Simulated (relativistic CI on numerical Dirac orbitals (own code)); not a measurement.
## Sensitivity of the levels of Eu28+ to α and to the nuclear radius

Method of calculation: Dirac-Coulomb-Breit CI, KLI orbitals optimised for each configuration, derivatives by finite differences, unscaled Slater integrals, QED left out (own radial code, finite nucleus).

CI space (outside the closed core [Ar] 3d10): 4s2 4p5, 4s 4p6, 4s2 4p4 4d, 4s 4p5 4d, 4s2 4p4 4f, 4s 4p5 4f. Double excitations out of closed p, d and f shells are left out; levels of such configurations are missing from the list, as are those of other unlisted configurations, and high levels can miss mixing partners.

With x = (α/α₀)² − 1 an excitation energy changes as ω = ω₀ + qx; K = 2q/ω₀ is the relative enhancement. Terms are leading LS components, so labels can repeat. The field-shift factor is F = δν/δ⟨r²⟩ for the transition from the lowest level.

Lowest level 4s2 4p5 2P°_3/2.

| Level | ω₀ (cm⁻¹) | q (cm⁻¹) | K | F (GHz/fm²) |
| --- | --- | --- | --- | --- |
| 4s2 4p5 2P°_1/2 | 307456 | 351600 | 2.29 | -24 |
| 4s 4p6 2S_1/2 | 866354 | 276900 | 0.639 | -349 |
| 4s2 4p4 4d 4D_3/2 | 907685 | 27140 | 0.0598 | 5.71 |
| 4s2 4p4 4d 4D_5/2 | 915345 | 37240 | 0.0814 | 5.42 |
| 4s2 4p4 4d 4F_7/2 | 935264 | 36710 | 0.0785 | 5.38 |
| 4s2 4p4 4d 2P_1/2 | 936664 | 81010 | 0.173 | -38.2 |
| 4s2 4p4 4d 2F_7/2 | 977467 | 82390 | 0.169 | 6.18 |
| 4s2 4p4 4d 4F_9/2 | 982054 | 87390 | 0.178 | 6.24 |
| 4s2 4p4 4d 2D_3/2 | 988199 | 37470 | 0.0758 | 5.69 |
| 4s2 4p4 4d 4P_1/2 | 1067249 | 190500 | 0.357 | -105 |
| 4s2 4p4 4d 2D_5/2 | 1067328 | 96940 | 0.182 | 6.67 |
| 4s2 4p4 4d 2D_3/2 | 1089014 | 125200 | 0.23 | 3.73 |
| 4s2 4p4 4d 2F_5/2 | 1102195 | 142300 | 0.258 | 1.71 |

At this charge energies of transitions that change n are usually good to better than 1 %, and those within a shell (Δn = 0) to a few per cent.
